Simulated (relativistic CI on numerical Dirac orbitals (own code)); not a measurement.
Hyperfine structure of La⁵⁵⁺, mass number 139

Method of calculation: Dirac-Coulomb-Breit CI, orbitals from a KLI potential per configuration, model QED, unscaled Slater integrals (own radial code, finite nucleus).

Configurations in the expansion: 1s2, 1s 2s, 1s 2p, 1s 3s, 1s 3p, 1s 3d, 1s 4s, 1s 4p, 1s 4d, 1s 4f, 1s 5s, 1s 5p, 1s 5d, 1s 5f, 1s 5g, 1s 6s, 1s 6p, 1s 6d, 2s2. Levels of other configurations are missing.

Nuclear spin I = 7/2, μ = 2.7791 μN, Q = 0.206 b (tables of Stone and Pyykkö). The electronic factors are computed for point nuclear moments, without core polarisation or the Bohr-Weisskopf and QED corrections.

```json
{"Level": "1s 2s 3S_1", "E (eV)": "33754.3", "A (GHz)": "27740", "B (GHz)": "-0.00288"}
{"Level": "1s 2p 3P°_1", "E (eV)": "33837.0", "A (GHz)": "25470", "B (GHz)": "-8.43"}
{"Level": "1s 2p 3P°_2", "E (eV)": "34329.5", "A (GHz)": "12450", "B (GHz)": "158"}
{"Level": "1s 2p 1P°_1", "E (eV)": "34366.9", "A (GHz)": "-11770", "B (GHz)": "86.7"}
{"Level": "1s 3s 3S_1", "E (eV)": "40155.3", "A (GHz)": "25420", "B (GHz)": "-0.00373"}
{"Level": "1s 3p 3P°_1", "E (eV)": "40177.8", "A (GHz)": "24740", "B (GHz)": "-2.29"}
{"Level": "1s 3p 3P°_2", "E (eV)": "40324.3", "A (GHz)": "12290", "B (GHz)": "49"}
{"Level": "1s 3d 3D_2", "E (eV)": "40333.0", "A (GHz)": "12270", "B (GHz)": "9.65"}
```

Levels with J = 0, under 50 % of one LS term, or S terms without an open s electron are left out. Small factors come from cancelling terms and can be off by tens of per cent or more.

At this charge energies of transitions that change n are usually good to better than 1 %, and those within a shell (Δn = 0) to a few per cent.

**Question.** Give the hyperfine levels of 1s 2s 3S_1 relative to its centre of gravity.

**Answer.** With K = F(F + 1) − I(I + 1) − J(J + 1), E = AK/2 + B[¾K(K + 1) − I(I + 1)J(J + 1)]/[2I(2I − 1)J(2J − 1)]: F = 5/2: -124800, F = 7/2: -27740, F = 9/2: 97100 GHz.

LS names give the leading component of a level, which can be under half, so a name can repeat, a term be missing and a line seem to break the LS rules.
